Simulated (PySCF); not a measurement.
Compound: C3H9BF3PSi.
Numbering: `[BH3-:1][P@@H+:2]1[C@H:3]([SiH3:4])[C@H:5]1[C:6]([F:7])([F:8])[F:9]`

Definitions: NICS(0) = −σiso at the ring centroid; NICS(1) = −σiso and NICS(1)zz = −σzz at ±1 Å along the ring normal z. Level: GIAO B3LYP/pcSseg-1 (PySCF, non-relativistic, gas phase) on the PBE0-D3(BJ)/def2-SVP geometry, one conformer.

Ring bond lengths (Å): P2–C3 1.825, C3–C5 1.520, C5–P2 1.817.

Question: Give the NICS values of each ring in ppm.

Answer: 
```csv
ring,type,NICS(0),"NICS(1), two faces","NICS(1)zz, two faces",rms pucker (Å),"centre to ring atoms, mean (Å)"
P2–C3–C5,3-membered ring with P; formal bonds all single,-35.6,-9.0 / -8.8,-19.7 / -20.5,0.00,0.99
```

Question: What do they say, and how far can they be read as aromaticity?

Answer: 
- P2–C3–C5: mean NICS(1)zz -20.1 ppm, shielded. P2, C3, C5 have four or more neighbours, so the value isn't read as a sign of a π ring current. NICS(0) lies 27 ppm below the mean NICS(1).

Question: List the ring angles.

Answer: 
- P2–C3–C5: P2 49.3°, C3 65.1°, C5 65.6°; sum 180.0° against 180° for a flat convex ring.

Question: How do the values depend on the level or the medium?

Answer: 
| level | NICS(0), P2–C3–C5 | mean NICS(1)zz, P2–C3–C5 |
| --- | --- | --- |
| B3LYP/pcSseg-1, gas | -35.6 | -20.1 |
| PBE0/pcSseg-1, gas | -36.4 | -20.5 |
| PBE0/pcSseg-1, IEF-PCM acetone | -36.6 | -20.5 |
| PBE0/pcSseg-1, IEF-PCM acetonitrile | -36.6 | -20.5 |

The geometry is the same throughout; the continuum's cavity takes Bondi-type radii × 1.2.

Conformer computed: `[BH3-:1][P@@H+:2]1[C@H:3]([SiH3:4])[C@H:5]1[C:6]([F:7])([F:8])[F:9]`: C3–C5–C6–F7 -79°.
